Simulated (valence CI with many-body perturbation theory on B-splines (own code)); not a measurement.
## Sn17+: electric-dipole lines

Method: valence CI with perturbative core correlation (CI+MBPT): five valence electrons over a frozen Dirac-Fock core [Ar] 3d10, a basis of 11 s, 11 p, 10 d, 8 f, 5 g, 2 h functions for each j, with the one-electron correlation potential Σ1, the two-electron term Σ2, the three-electron term Σ3, Breit, model QED; selected CI, second order for the rest, scaled by the run's own slope (own B-spline code, finite nucleus).

No measured spectrum was set against this ion. As an estimate, levels hold to about 250 cm⁻¹ or 0.2 % of their energy and the worst to 1 %, as in measured heavy ions of charge 2 to 7; those with d or f electrons hold less well. Among the levels kept, up to 2100 cm⁻¹ of a level comes from second order outside the variational space, and about a tenth of that is noise between levels of different J, which matters for small intervals.

Lines 101 to 150 of 557 in falling wavelength, among levels below 1432300 cm⁻¹, chosen from the strongest by gf and those to the six lowest levels. Wavelengths and rates use the calculated energies, so an error of 1000 cm⁻¹ moves a line at 20.50 nm by 0.21 % and its rate by three times that or more. Electric multipoles are in the length gauge, E1 and E2 with the static RPA response of the core. Weak lines are less certain than strong ones. Lines between different terms over intervals too small for the method are left out, as are lines whose strength nearly cancels. Where a level lies close to another of its J and parity, the split of strength between their lines is uncertain. The highest levels of a list are the least certain.

Names give the largest LS component (configuration and term), which can be under half, so a name can repeat, a term be missing and a line seem to break the LS rules; names also repeat where a configuration has a term twice. Letters in brackets count levels of one name in rising energy.

```
λ vac (nm)                   Upper                  Lower   A (s⁻¹)  S (a.u.)
     20.50   4s 4p3 4d 2F°_5/2 [c]  4s2 4p2 4d 2F_7/2 [b]  4.77e+09  1.22e-01
     20.47   4s 4p3 4d 2G°_7/2 [b]      4s2 4p2 4d 4F_9/2  6.26e+09  2.12e-01
     20.47      4s2 4p2 4f 4F°_3/2  4s2 4p2 4d 2D_5/2 [d]  6.49e+09  1.10e-01
     20.43   4s 4p3 4d 2D°_3/2 [b]      4s2 4p2 4d 2F_5/2  2.38e+10  4.00e-01
     20.36           4s 4p4 2P_1/2        4s2 4p3 2D°_3/2  2.40e+10  2.00e-01
     20.21   4s 4p3 4d 2P°_3/2 [d]  4s2 4p2 4d 2D_5/2 [b]  1.31e+10  2.14e-01
     20.15   4s 4p3 4d 2F°_5/2 [b]      4s2 4p2 4d 2G_7/2  1.09e+10  2.65e-01
     20.14   4s 4p3 4d 4D°_5/2 [c]      4s2 4p2 4d 4F_7/2  1.89e+10  4.56e-01
     20.13           4s 4p4 2D_3/2        4s2 4p3 4S°_3/2  2.43e+09  3.91e-02
     20.11       4s2 4p2 4d 4F_3/2        4s2 4p3 2D°_5/2  9.11e+09  1.46e-01
     20.10       4s2 4p2 4d 4D_5/2        4s2 4p3 2P°_3/2  4.05e+08  9.74e-03
     20.05   4s 4p3 4d 2P°_1/2 [c]  4s2 4p2 4d 2D_3/2 [b]  2.75e+10  2.19e-01
     20.04   4s 4p3 4d 4P°_1/2 [b]      4s2 4p2 4d 4D_3/2  1.57e+10  1.25e-01
     20.00             4p5 2P°_3/2          4s 4p4 4P_5/2  3.13e+09  4.94e-02
     19.94   4s 4p3 4d 4D°_7/2 [d]      4s2 4p2 4d 4F_9/2  4.73e+10  1.48e+00
     19.88      4s2 4p 4d2 4D°_3/2  4s2 4p2 4d 2P_1/2 [b]  7.75e+09  1.20e-01
     19.70   4s 4p3 4d 2F°_7/2 [e]      4s2 4p2 4d 2G_9/2  2.53e+10  7.65e-01
     19.60   4s2 4p2 4d 2P_3/2 [a]        4s2 4p3 2P°_3/2  1.29e+09  1.93e-02
     19.32       4s2 4p2 4d 4F_5/2        4s2 4p3 2D°_5/2  4.87e+08  1.04e-02
     19.32       4s2 4p2 4d 4F_3/2        4s2 4p3 2D°_3/2  3.44e+09  4.90e-02
     19.32   4s 4p3 4d 4D°_7/2 [d]  4s2 4p2 4d 2F_7/2 [a]  4.39e+09  1.25e-01
     19.31  4s2 4p 4d2 4G°_7/2 [b]      4s2 4p2 4d 2G_9/2  2.48e+10  7.07e-01
     19.31           4s 4p4 2D_5/2        4s2 4p3 4S°_3/2  1.10e+08  2.35e-03
     19.30      4s2 4p 4d2 4G°_9/2      4s2 4p2 4d 2G_9/2  3.90e+09  1.38e-01
     19.28   4s2 4p2 4d 4D_1/2 [a]        4s2 4p3 2P°_1/2  9.84e+08  6.96e-03
     19.27   4s 4p3 4d 2F°_7/2 [e]  4s2 4p2 4d 2F_7/2 [b]  5.68e+09  1.61e-01
     19.25   4s 4p3 4d 2F°_5/2 [c]      4s2 4p2 4d 2G_7/2  3.03e+10  6.40e-01
     19.17   4s 4p3 4d 2D°_3/2 [c]      4s2 4p2 4d 2F_5/2  9.19e+09  1.28e-01
     19.09   4s 4p3 4d 4D°_7/2 [d]      4s2 4p2 4d 4F_7/2  8.46e+09  2.32e-01
     19.02   4s 4p3 4d 2D°_3/2 [d]      4s2 4p2 4d 4D_5/2  1.38e+10  1.87e-01
     18.86      4s2 4p 4d2 4F°_5/2  4s2 4p2 4d 2F_7/2 [c]  8.56e+09  1.70e-01
     18.68       4s2 4p2 4d 4D_3/2        4s2 4p3 2P°_1/2  1.65e+09  2.13e-02
     18.64  4s2 4p 4d2 4D°_7/2 [a]  4s2 4p2 4d 2D_5/2 [a]  7.21e+09  1.84e-01
     18.64   4s 4p3 4d 2D°_5/2 [f]  4s2 4p2 4d 2F_7/2 [b]  1.93e+10  3.70e-01
     18.54   4s 4p3 4d 4D°_5/2 [c]      4s2 4p2 4d 4F_5/2  1.07e+10  2.01e-01
     18.54      4s2 4p 4d2 2D°_5/2  4s2 4p2 4d 2F_7/2 [c]  5.41e+09  1.02e-01
     18.53   4s2 4p2 4d 4D_1/2 [b]        4s2 4p3 2P°_1/2  6.06e+08  3.81e-03
     18.48       4s 4p3 4d 6D°_3/2          4s 4p4 4P_5/2  2.51e+09  3.13e-02
     18.47       4s 4p3 4d 6D°_5/2          4s 4p4 4P_5/2  1.91e+09  3.55e-02
     18.43       4s2 4p2 4d 4P_3/2        4s2 4p3 2P°_3/2  1.06e+09  1.31e-02
     18.39       4s 4p3 4d 6D°_7/2          4s 4p4 4P_5/2  6.08e+08  1.49e-02
     18.38       4s2 4p2 4d 4P_1/2        4s2 4p3 2P°_3/2  3.21e+09  1.97e-02
     18.37   4s 4p3 4d 4P°_3/2 [b]      4s2 4p2 4d 4F_3/2  8.38e+09  1.03e-01
     18.35      4s2 4p2 4f 2D°_5/2  4s2 4p2 4d 2F_7/2 [c]  1.08e+10  1.98e-01
     18.30   4s 4p3 4d 2D°_5/2 [c]      4s2 4p2 4d 4F_7/2  6.82e+09  1.24e-01
     18.25   4s 4p3 4d 4D°_3/2 [c]      4s2 4p2 4d 2F_5/2  1.03e+10  1.23e-01
     18.18       4s2 4p2 4d 2F_5/2        4s2 4p3 2D°_5/2  5.42e+08  9.65e-03
     18.06  4s2 4p 4d2 4D°_7/2 [a]  4s2 4p2 4d 2F_7/2 [b]  4.22e+09  9.80e-02
     18.00   4s 4p3 4d 2P°_3/2 [b]  4s2 4p2 4d 2P_3/2 [a]  8.74e+09  1.01e-01
     17.95           4s 4p4 2P_1/2        4s2 4p3 4S°_3/2  6.50e+09  3.71e-02
```
